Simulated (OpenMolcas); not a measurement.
## Cr²⁺: CASPT2 settings compared

```yaml
Program: OpenMolcas 26.06
Basis: ANO-R3 [7s5p5d3f1g]
Scalar_Hamiltonian: X2C, finite nucleus
Active_space: 4 electrons in 5 orbitals (3d)
State_averaging: 2S+1 = 5 even, 5 roots; 2S+1 = 3 even, 30 roots kept (CI in the orbitals of an earlier block); 2S+1 = 1 even, 13 roots kept (CI in the orbitals of an earlier block)
Spin-orbit_coupling: RASSI with atomic mean-field integrals over the reference wave functions, term energies averaged over their components
```

Methods on the same reference wave functions:
A. CASSCF
B. SS-CASPT2, IPEA 0.15 Eh, sigma2 regulariser 0.5 Eh (closed shells correlated: none)
C. SS-CASPT2, IPEA 0.2 Eh, sigma2 regulariser 0.5 Eh (closed shells correlated: 3s 3p)
D. XMS-CASPT2, IPEA 0.2 Eh, sigma2 regulariser 0.2 Eh (closed shells correlated: 2s 2p 3s 3p)

Energies in cm⁻¹ above 3d⁴ ⁵D₀, the measured ground level; measured values from Sugar and Corliss, J. Phys. Chem. Ref. Data 6, 317 (1977).

```tsv
Level	A	B	C	D	Measured
3d⁴ ⁵D₀	0.0	0.0	0.0	0.0	0.0
3d⁴ ⁵D₁	65.3	66.3	66.5	66.2	62.2
3d⁴ ⁵D₂	194	196	196	196	183
3d⁴ ⁵D₃	381	384	384	383	357
3d⁴ ⁵D₄	621	623	623	622	576
3d⁴ ³H₄	20119	19020	17840	18830	17274
3d⁴ ³H₅	20240	19140	17960	18950	17397
3d⁴ ³H₆	20394	19300	18120	19110	17531
3d⁴ ³P₀	21862	17650	16950	17940	16771
3d⁴ ³P₁	22224	18020	17310	18300	17169
3d⁴ ³P₂	22948	18740	18030	19030	17851
3d⁴ ³F₂	23158	20100	18840	19980	18452
3d⁴ ³F₃	23201	20160	18890	20030	18511
3d⁴ ³F₄	23302	20260	19000	20130	18583
```

Deviations, from unrounded energies. A percentage is the sum of absolute deviations over the sum of measured energies, with the sign that they share, or ± where signs differ.

```
                        Against measurement  Levels      A     B     C     D
             mean absolute deviation (cm-1)      13   2900   990   270   990
      fine structure of the ground term (%)       4   +7.0  +7.7  +7.8  +7.6
other terms of the ground configuration (%)       9  +23.8  +8.0  +2.1  +8.0
```

C lies closest to measurement on these levels and A furthest from it. The largest miss of C in the table is 3d⁴ ³H₆, by +590 cm-1. The ranking rests on the paired levels alone, and a cruder setting can come out closer through cancelling errors.

Among B to D the level of the table that moves most is 3d⁴ ³F₄, by 1300 cm-1 (lowest in C, highest in B). Moves below CASPT2's spread within the term are not significant.

The mean deviations of B to D differ by less than CASPT2's widest spread within a term (790 cm-1), so their order carries little weight.

From A to B the spin-free energies of the other terms of 3d⁴ shown, above ⁵D, scale by factors of 0.81 to 0.94, as is usual when dynamic correlation screens the repulsion within a d or f shell.

The lowest spin-free term lies below A's lowest term by 0.050 hartree in B, 0.409 hartree in C, 0.504 hartree in D.

CASPT2 does not keep the components of a term degenerate, so their means are used; among the terms shown or strongly mixed into the levels shown the widest spread is 790 cm-1 (3d⁴ ³H, D). Terms from blocks run as CI alone lack orbitals of their own. Without dynamic correlation excited terms often stand tens of per cent too high (terms of higher spin than the ground term too low), and those without a measured partner can miss by more than the paired ones (holds for A). The CASPT2 spread within a term exceeds the gap to the next term for 3d⁴ ³P and 3d⁴ ³H, so the order of their levels is uncertain (holds for D). Measured partners are found by configuration, term and J. A level has none where our copy of the source lacks it or the pairing is in doubt (some pairs that miss far off the trend of their configuration count as doubtful), and it then counts in no deviation. Only configurations of the active space appear. Levels that lie high or do not pair safely by name in every column are left out.
